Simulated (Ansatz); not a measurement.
The cluster TePb₃Cl₄⁺. Charge 1, multiplicity 2. Geometry r2SCAN-D4/def2-SVP, that of the neutral singlet; atoms count from 1.

```xyz
8

Pb   -0.430   -0.890    1.981
Pb    1.937   -0.402   -0.993
Pb   -1.420    1.443   -0.894
Te    0.924    1.626    1.002
Cl    0.573    1.194   -2.866
Cl   -2.800    0.501    1.370
Cl    1.982   -2.129    1.229
Cl   -0.764   -1.344   -0.828
```

In the def2 sets Pb, Te take a core potential; there is no spin–orbit coupling. The gap within one spin of the charge 1 doublet nearly closes, so an electron or hole may be smeared out by delocalisation error. The structure comes from a short search, and lower isomers may exist.

**Question.** Estimate the Mulliken populations from the PBE/def2-TZVP orbitals of Ansatz.

**Answer.** 
```json
{"atom": "Pb1", "charge (e)": "0.74", "spin (α − β)": "0.01"}
{"atom": "Pb2", "charge (e)": "0.76", "spin (α − β)": "0.09"}
{"atom": "Pb3", "charge (e)": "0.74", "spin (α − β)": "0.01"}
{"atom": "Te4", "charge (e)": "-0.05", "spin (α − β)": "0.59"}
{"atom": "Cl5", "charge (e)": "-0.31", "spin (α − β)": "0.10"}
{"atom": "Cl6", "charge (e)": "-0.32", "spin (α − β)": "0.08"}
{"atom": "Cl7", "charge (e)": "-0.31", "spin (α − β)": "0.10"}
{"atom": "Cl8", "charge (e)": "-0.25", "spin (α − β)": "0.01"}
```
Mulliken values depend strongly on the basis.

**Question.** Where does the spin sit?

**Answer.** Summed by element: Pb 0.12, Te 0.59, Cl 0.29, of 1 unpaired in all. Largest on single atoms: Te4 0.59, Cl5 0.10, Cl7 0.10.

**Question.** And the Mayer bond orders between heavy atoms (over 0.3)?

**Answer.** Pb1–Te4 0.67 (3.02 Å); Pb1–Cl6 0.49 (2.81 Å); Pb1–Cl7 0.46 (2.81 Å); Pb1–Cl8 0.40 (2.86 Å); Pb2–Te4 0.61 (3.02 Å); Pb2–Cl5 0.52 (2.81 Å); Pb2–Cl7 0.52 (2.81 Å); Pb2–Cl8 0.42 (2.86 Å); Pb3–Te4 0.67 (3.02 Å); Pb3–Cl5 0.46 (2.81 Å); Pb3–Cl6 0.50 (2.81 Å); Pb3–Cl8 0.40 (2.86 Å).
